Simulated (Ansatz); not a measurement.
Start from `[CH3][Hf]([OH])([OH])[OH]` and change one atom or group to get `[OH][Hf]([OH])([OH])[OH]`.

Ansatz, PBE0-D4/def2-TZVP geometries, multiplicity 1. Each molecule was computed in one conformer, which needn't be the lowest.

Elements past krypton have def2 core potentials.

| property | `[CH3][Hf]([OH])([OH])[OH]` |
| --- | --- |
| HOMO–LUMO gap (PBE0/def2-TZVPP) / eV | 7.24 |
| LUMO energy (ωB97M-V/def2-TZVPP) / eV | 1.09 |
| size of the dipole moment (PBE/def2-TZVPP) / D | 2.25 |
| HOMO–LUMO gap (B3LYP/def2-TZVPP) / eV | 6.68 |
| HOMO energy (PBE/def2-TZVPP) / eV | -5.88 |
| HOMO–LUMO gap (PBE/def2-TZVPP) / eV | 5.23 |

Task: Give the same properties after the change, and the shifts. (Estimate.)

Result: Ansatz gave: 
| property | `[OH][Hf]([OH])([OH])[OH]` | shift |
| --- | --- | --- |
| HOMO–LUMO gap (PBE0/def2-TZVPP) / eV | 8.55 | 1.31 |
| LUMO energy (ωB97M-V/def2-TZVPP) / eV | 1.15 | 0.06 |
| size of the dipole moment (PBE/def2-TZVPP) / D | 0.00 | -2.25 |
| HOMO–LUMO gap (B3LYP/def2-TZVPP) / eV | 7.94 | 1.26 |
| HOMO energy (PBE/def2-TZVPP) / eV | -6.84 | -0.96 |
| HOMO–LUMO gap (PBE/def2-TZVPP) / eV | 6.14 | 0.91 |

The zero-point energy changes by -60.8 kJ/mol with -6 modes.

B3LYP here is the variant with VWN-RPA as its local correlation; programs differ in this.
